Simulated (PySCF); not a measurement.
def2 core potentials replace the inner electrons of Sn.

Delta-SCF ions had no search for a lower state. Excitations are Tamm–Dancoff values on a coarser integration grid. The basis has no diffuse functions, so Rydberg states are missing or too high.

Z-matrix (Å, degrees):
```
Sn
O 1 1.9777
C 2 1.4021 1 122.11
H 3 1.1038 2 108.80 1 155.24
H 3 1.1050 4 107.78 2 122.93
H 3 1.1073 4 107.37 5 115.69
O 1 1.9887 2 109.84 3 81.49
C 7 1.3991 1 121.15 2 -37.42
H 8 1.1037 7 108.80 1 178.73
H 8 1.1071 9 107.35 7 122.38
H 8 1.1081 9 107.20 10 115.15
O 1 1.9896 2 102.64 3 -30.19
C 12 1.3996 1 121.37 2 150.85
H 13 1.1039 12 108.95 1 -157.50
H 13 1.1067 14 107.53 12 -123.16
H 13 1.1081 14 107.18 15 -115.06
C 1 2.1610 2 110.94 3 -157.76
C 17 1.5251 1 107.76 2 59.10
H 18 1.1008 17 111.84 1 -59.58
H 18 1.1013 19 108.06 17 -123.72
H 18 1.1052 19 107.69 20 -115.89
C 17 1.5257 18 111.59 19 -177.81
H 22 1.1010 17 112.00 18 177.74
H 22 1.1015 23 108.23 17 124.06
H 22 1.1053 23 107.56 24 115.62
C 17 1.5261 18 111.43 19 57.15
H 26 1.1009 17 111.84 18 -177.66
H 26 1.1011 27 108.16 17 -123.66
H 26 1.1054 27 107.71 28 -116.01
```
Charge 0, multiplicity 1.

Problem. Estimate the S1 excitation (TDA), HOMO–LUMO gap, S1–T1 gap (TDA), vertical ionisation energy (Delta-SCF) and dipole moment that PySCF 2.14.0 with CAM-B3LYP-D3(BJ)/def2-SVP // PBE0-D3(BJ)/def2-SVP returns for this input.

Solution. 
| Quantity | Value |
|---|---|
| S1 excitation (TDA) | 5.74 eV |
| HOMO–LUMO gap | 9.04 eV |
| S1–T1 gap (TDA) | 0.82 eV |
| vertical ionisation energy (Delta-SCF) | 9.11 eV |
| dipole moment | 1.45 D |
